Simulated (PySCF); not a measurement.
Coordinates in bohr (charge 0 multiplicity 1):
```
S     0.0000    0.0000    0.0000
Cs    0.0000    0.0000    5.5579
Cs    0.0000    0.0000   -5.5579
```

Method: PBE0 in PySCF with S def2-TZVP, Cs def2-TZVP with ECP46; scalar-relativistic core potentials, no spin–orbit coupling; density-fitted integrals.

This geometry of Cs₂S is a stationary point at this level.

(1) What is the point group?

(2) Is it a minimum?

(3) Which band is strongest in the infrared?

(4) What are the dipole moment and the gap between the highest occupied and lowest empty levels?

## Answers

(1) D∞h.

(2) Yes: all harmonic wavenumbers are real.

(3) 301 cm⁻¹ (σu+), 217 km/mol.

(4) 0.00 D and 2.66 eV.

Only a few start shapes were tried, so a lower isomer may exist.
